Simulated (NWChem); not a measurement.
System meant: SiH2OBrCl; SMILES Cl[SiH](O)Br

Here is an NWChem input.

```
start job
memory heap 200 mb stack 900 mb global 1100 mb
geometry units angstroms noautoz
  Si    -0.515080     0.575930     0.430032
  O     -1.938385     0.863946    -0.335620
  Cl     0.913005     1.948515    -0.128676
  Br     0.262147    -1.440561    -0.064821
  H     -0.768146     0.671967     1.878573
  H     -1.959821     0.838593    -1.297986
end
basis spherical
  * library def2-svp
end
dft
  odft
  mult 2
  xc xpbe96 cpbe96
  iterations 150
  mulliken
end
task dft energy
```

End of the output:

```
                                 NWChem DFT Module
                                 -----------------

 Summary of "ao basis" -> "ao basis" (spherical)
 ------------------------------------------------------------------------------
       Tag                 Description            Shells   Functions and Types
 ---------------- ------------------------------  ------  ---------------------
 Si                         def2-svp                 8       18   4s3p1d
 O                          def2-svp                 6       14   3s2p1d
 Cl                         def2-svp                 8       18   4s3p1d
 Br                         def2-svp                12       32   5s4p3d
 H                          def2-svp                 3        5   2s1p

 Summary of "ao basis" -> "ao basis" (spherical)
 ------------------------------------------------------------------------------
       Tag                 Description            Shells   Functions and Types
 ---------------- ------------------------------  ------  ---------------------
 Si                         def2-svp                 8       18   4s3p1d
 O                          def2-svp                 6       14   3s2p1d
 Cl                         def2-svp                 8       18   4s3p1d
 Br                         def2-svp                12       32   5s4p3d
 H                          def2-svp                 3        5   2s1p

  number of electrons :                   76
  multiplicity        :                    2
 ------------------------------------------------------------------------
  no. of electrons and multiplicity not compatible                  76
 ------------------------------------------------------------------------
 ------------------------------------------------------------------------
  current input line :
    21: task dft energy
 ------------------------------------------------------------------------
 ------------------------------------------------------------------------
 There is an error in the input file
 ------------------------------------------------------------------------
 For more information see the NWChem manual at https://nwchemgit.github.io

0: no. of electrons and multiplicity not compatible:Received an Error in Communication
```

Task: Find the fault in this run and fix the input.

Result: The input was rejected before any calculation. Cause: the multiplicity doesn't fit the number of electrons (an even count wants an odd multiplicity, and the reverse). This input runs:
```
start job
memory heap 200 mb stack 900 mb global 1100 mb
geometry units angstroms noautoz
  Si    -0.515080     0.575930     0.430032
  O     -1.938385     0.863946    -0.335620
  Cl     0.913005     1.948515    -0.128676
  Br     0.262147    -1.440561    -0.064821
  H     -0.768146     0.671967     1.878573
  H     -1.959821     0.838593    -1.297986
end
basis spherical
  * library def2-svp
end
dft
  xc xpbe96 cpbe96
  iterations 150
  mulliken
end
task dft energy
```
It converges to -3399.00180 Ha (PBE/def2-SVP).
